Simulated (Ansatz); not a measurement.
A nudged elastic band was laid between two geometries of CH₅SSb (8 atoms, charge 0, multiplicity 1).

All numbers below come from RKS PBE/def2-SVP in Ansatz.

```
movable images  : 9
climbing image  : yes
spring          : 5.0 eV/Å²
optimiser       : quadratic models (default)
start path      : through a guess of the saddle point
force threshold : 0.05 eV/Å
iteration limit : 60
end points      : relaxed
```

Initial state:

```xyz
8
Properties=species:S:1:pos:R:3
C -0.736 0.821 -0.393
Sb 1.371 0.198 -0.444
S 1.407 -0.936 1.765
H -0.843 1.632 0.352
H -1.390 -0.027 -0.117
H -1.024 1.202 -1.394
H 0.998 -1.236 -1.364
H 0.309 -1.711 1.539
```

Final state:

```xyz
8
Properties=species:S:1:pos:R:3
C -0.800 0.857 -0.479
Sb 1.218 0.007 -0.282
S 0.662 -1.697 1.437
H -0.985 1.537 0.375
H -1.556 0.051 -0.481
H -0.857 1.432 -1.425
H 0.936 -1.122 -1.573
H 1.473 -1.123 2.371
```

Task: What changes between the two ends?

Result: No bond is made or broken. The dihedral C1–Sb2–S3–H8 goes from 51 to -116°.

Task: What energy profile does the band end with?

Result: It converged. The highest image is number 4 of 0 to 10, 0.072 eV above the first end and 0.107 eV above the last; the last end lies 0.035 eV below the first. A vibrational analysis at the climbing image gives one clearly imaginary mode, 168i cm⁻¹: a first-order saddle point.

```json
{"image": "0", "path coordinate (Å)": "0.00", "energy (eV)": "0.000", "dihedral C1–Sb2–S3–H8 (°)": "51"}
{"image": "1", "path coordinate (Å)": "0.36", "energy (eV)": "0.008", "dihedral C1–Sb2–S3–H8 (°)": "66"}
{"image": "2", "path coordinate (Å)": "0.72", "energy (eV)": "0.031", "dihedral C1–Sb2–S3–H8 (°)": "84"}
{"image": "3", "path coordinate (Å)": "1.08", "energy (eV)": "0.058", "dihedral C1–Sb2–S3–H8 (°)": "105"}
{"image": "4", "path coordinate (Å)": "1.44", "energy (eV)": "0.072", "dihedral C1–Sb2–S3–H8 (°)": "127"}
{"image": "5", "path coordinate (Å)": "1.77", "energy (eV)": "0.062", "dihedral C1–Sb2–S3–H8 (°)": "146"}
{"image": "6", "path coordinate (Å)": "2.11", "energy (eV)": "0.037", "dihedral C1–Sb2–S3–H8 (°)": "165"}
{"image": "7", "path coordinate (Å)": "2.44", "energy (eV)": "0.008", "dihedral C1–Sb2–S3–H8 (°)": "-175"}
{"image": "8", "path coordinate (Å)": "2.78", "energy (eV)": "-0.014", "dihedral C1–Sb2–S3–H8 (°)": "-156"}
{"image": "9", "path coordinate (Å)": "3.12", "energy (eV)": "-0.028", "dihedral C1–Sb2–S3–H8 (°)": "-136"}
{"image": "10", "path coordinate (Å)": "3.45", "energy (eV)": "-0.035", "dihedral C1–Sb2–S3–H8 (°)": "-116"}
```

Task: What is the geometry of the highest image?

Result: 
```xyz
8
Properties=species:S:1:pos:R:3
C -0.790 0.946 -0.470
Sb 1.252 0.147 -0.299
S 0.858 -0.949 1.921
H -0.886 1.827 0.192
H -1.515 0.169 -0.165
H -0.969 1.255 -1.519
H 0.847 -1.287 -1.206
H 1.296 -2.164 1.489
```

Task: What are the harmonic wavenumbers there?

Result: 168i, 119, 145, 317, 483, 535, 563, 667, 741, 805, 1159, 1374, 1387, 1836, 2627, 2988, 3101, 3123 cm⁻¹.

The run took 2.8 min on 1 thread of Intel(R) Xeon(R) Processor @ 2.70GHz, on a shared host, peak memory 0.13 GiB.
